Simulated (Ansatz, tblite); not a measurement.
Cost and result up the ladder for Ti₂O₄⁻ (the lowest doublet isomer of a short search) (6 atoms). Total charge -1; doublet. Geometry: PBE-D4/def2-SVPD.

Cartesian coordinates in Å:
```
Ti 0.017 1.201 0.622
Ti -0.017 -1.200 -0.622
O -1.099 2.172 1.403
O -0.275 0.583 -1.118
O 0.276 -0.582 1.118
O 1.097 -2.173 -1.403
```

Ansatz on 4 threads of Arm Neoverse V2 on a shared host; xTB runs through tblite on one thread. Times are rough, summed over both states, and most runs start from the orbitals of an earlier one. PBE0-D4/def2-TZVPD serves as the yardstick here, not as an exact answer. The other state is a singlet.

The xTB rows come from tblite. Another isomer (doublet) lies 0.04 eV lower at PBE0-D4/def2-TZVPD.

Raw xTB energies of ions are shifted by several eV, and xTB has no spin-polarisation term.

| level | functions | vertical IE (eV) | difference from PBE0-D4/def2-TZVPD (eV) | remarks |
| --- | --- | --- | --- | --- |
| GFN2-xTB | 34 | 6.52 | 4.62 | – |
| GFN1-xTB | 34 | 8.47 | 6.57 | – |
| r2SCAN-D4/def2-TZVPD (with forces) | 256 | 1.92 | 0.02 | HOMO above zero (-1 doublet) |
| PBE0-D4/def2-TZVPD | 256 | 1.90 | 0.00 | – |
| PBE-D4/def2-TZVPD | 256 | 1.93 | 0.03 | HOMO above zero (-1 doublet) |

(1) Estimate how long each takes.

Answers

(1) GFN2-xTB 0.008 s; GFN1-xTB 0.011 s; PBE-D4/def2-TZVPD 13 s; PBE0-D4/def2-TZVPD 26 s; r2SCAN-D4/def2-TZVPD (with forces) 27 s. On shared hardware such times vary by a factor of up to 3.
